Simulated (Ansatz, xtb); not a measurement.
**C2H7ClGeO: which of two isomers lies lower**

Structure a: `ClCC[O][GeH3]`, a singlet. Structure b: `CC[O][GeH2][Cl]`, a singlet. Both are isolated molecules in the gas phase, relaxed with PBE-D3(BJ)/def2-SVP; the shapes shown needn't be the lowest conformers.

a (Å):

```yaml
atoms:
  - { symbol: C, position_ang: [0.5275, 1.4494, -0.7408] }
  - { symbol: C, position_ang: [-0.9693, 1.4952, -0.4687] }
  - { symbol: Cl, position_ang: [1.1107, -0.2430, -1.0108] }
  - { symbol: Ge, position_ang: [-1.6072, -0.8196, 1.0226] }
  - { symbol: O, position_ang: [-1.3392, 0.9594, 0.7750] }
  - { symbol: H, position_ang: [1.0926, 1.8492, 0.1232] }
  - { symbol: H, position_ang: [0.7835, 2.0287, -1.6499] }
  - { symbol: H, position_ang: [-1.5060, 1.0137, -1.3232] }
  - { symbol: H, position_ang: [-1.2615, 2.5723, -0.4688] }
  - { symbol: H, position_ang: [-0.3357, -1.4959, 1.5937] }
  - { symbol: H, position_ang: [-2.0399, -1.4401, -0.3340] }
  - { symbol: H, position_ang: [-2.7547, -0.8636, 2.0649] }
```

b (Å):

```xyz
12

C     0.9333    2.5529    0.0308
C    -0.5423    2.2146    0.1621
Cl   -2.1862   -1.8474   -0.8713
Ge   -2.3967    0.1882   -0.1721
O    -0.7321    0.8548   -0.2245
H     1.1228    3.6053    0.3234
H     1.2699    2.4103   -1.0153
H     1.5398    1.8904    0.6798
H    -0.8779    2.3823    1.2158
H    -1.1482    2.9018   -0.4798
H    -2.9209    0.1577    1.2890
H    -3.3169    0.9595   -1.1566
```

Quicker runs give these differences E(b) − E(a): GFN2-xTB −31.2 kcal/mol; HF/STO-3G −40.3 kcal/mol (at GFN2-xTB geometries); r2SCAN-D4/def2-SVP −32.7 kcal/mol (at GFN2-xTB geometries).

Estimate E(b) − E(a) at the level CCSD(T)/def2-SVP + ΔMP2/def2-TZVPP.

Calculated at CCSD(T)/def2-SVP + ΔMP2/def2-TZVPP: E(b) − E(a) = −32.3 kcal/mol, so structure b lies lower.

How the difference moves with the method:

| level | geometry | E(b) − E(a) (kcal/mol) | departure from the last row (kcal/mol) | job, with rough time for the two |
| --- | --- | --- | --- | --- |
| GFN2-xTB | GFN2-xTB | −31.2 | +1.0 | optimisation, 0.79 s |
| HF/STO-3G | GFN2-xTB | −40.3 | −8.0 | single point, 1.2 s |
| r2SCAN-D4/def2-SVP | GFN2-xTB | −32.7 | −0.4 | single point, 5 s |
| PBE-D3(BJ)/def2-SVP | PBE-D3(BJ)/def2-SVP | −29.9 | +2.3 | optimisation, 43 s |
| HF/def2-SVP | PBE-D3(BJ)/def2-SVP | −34.9 | −2.6 | part of the CCSD(T) run |
| MP2/def2-SVP | PBE-D3(BJ)/def2-SVP | −32.8 | −0.5 | part of the CCSD(T) run |
| CCSD(T)/def2-SVP | PBE-D3(BJ)/def2-SVP | −31.5 | +0.7 | single point |
| CCSD(T)/def2-SVP + ΔMP2/def2-TZVPP | PBE-D3(BJ)/def2-SVP | −32.3 |  | single point, 78 s |

As drawn, b has 1 Cl–Ge, 1 C–H in place of 1 C–Cl, 1 Ge–H.

The levels shown agree on the order. The largest departure from CCSD(T)/def2-SVP + ΔMP2/def2-TZVPP is that of HF/STO-3G, 8.0 kcal/mol. The last row adds to CCSD(T) the change of the MP2 difference between the two basis sets, here −0.7 kcal/mol.

With thermal terms from frequencies at re-optimised GFN2-xTB minima (ideal gas, soft modes damped towards free rotors, one conformer each, 298.15 K, 1 atm): on the last row, ΔE + ΔZPE = −31.2, ΔH = −30.6, ΔG = −32.3 kcal/mol.

The correlated steps freeze 17 core orbitals; the filled d shell of Ge is correlated, in a basis made for valence electrons. Codes used: Ansatz 0.2.0, xtb 6.7.1; the last row on 2 threads of Intel(R) Xeon(R) Processor @ 2.70GHz on a shared host.
